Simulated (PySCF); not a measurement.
Below is a simulated gas-phase C 1s photoelectron spectrum of `[C@H]1(C)[C@@H]([SiH2]P)C1`.

Every computed line was given a Gaussian of 0.8 eV full width at half maximum and an area set by the number of equivalent atoms; the highest printed point is 100. Computed, not measured: delta-SCF UKS SCAN, pcX-2 on the ionised atom, pcseg-1 elsewhere, spin-free X2C (PySCF).

binding energy (eV), intensity and a bar:
```
    288.9          0 
    289.0          0 
    289.1          1 
    289.2          1 
    289.3          3 #
    289.4          5 #
    289.5          9 ###
    289.6         14 ####
    289.7         21 ######
    289.8         30 #########
    289.9         41 ############
    290.0         53 ################
    290.1         66 ####################
    290.2         78 #######################
    290.3         89 ###########################
    290.4         97 #############################
    290.5        100 ##############################
    290.6         97 #############################
    290.7         87 ##########################
    290.8         73 ######################
    290.9         57 #################
    291.0         41 ############
    291.1         27 ########
    291.2         17 #####
    291.3          9 ###
    291.4          5 #
    291.5          2 #
    291.6          1 
    291.7          0 
    291.8          0
```

Question: How many maxima does the curve show, and how many computed lines lie under it?

Answer: The curve has 1 maximum (at 290.5 eV). Under it lie 4 lines from 4 inequivalent carbon sites. At this width some lines have no maximum of their own.

Question: Decompose the envelope and assign each component. Numbering: `[CH3:1][C@@H:2]1[CH2:3][C@@H:4]1[SiH2:5][PH2:6]`.

Answer: 
```csv
position (eV),relative area,line,atoms,environment
290.06,1,C 1s,C4,sp3 carbon bound to silicon
290.50,1,C 1s,C3,three-membered-ring carbon
290.55,1,C 1s,C1,methyl carbon
290.65,1,C 1s,C2,three-membered-ring carbon
```

The listed C 1s values span 0.59 eV, from C4 (bonded to 2 C, H and Si) to C2 (bonded to 3 C and H). The widest gap between neighbouring values is 0.44 eV, between 290.06 and 290.50 eV. Summing the Pauling electronegativity differences to the bonded atoms, each weighted by its formal bond order, gives -1.00 for the lowest site and -0.35 for the highest; no listed site has a larger sum than the highest. The smallest sum, -1.05, belongs to C1, 0.49 eV above the lowest.

The curve has no shake-up lines and no vibrational structure. Isolated species at its PBE0-D3(BJ)/def2-SVP geometry (one conformer only).

Conformer computed: `[CH3:1][C@@H:2]1[CH2:3][C@@H:4]1[SiH2:5][PH2:6]`: C3–C4–Si5–P6 -140°, H–P6–Si5–C4 -164°, H–P6–Si5–C4 -70°.
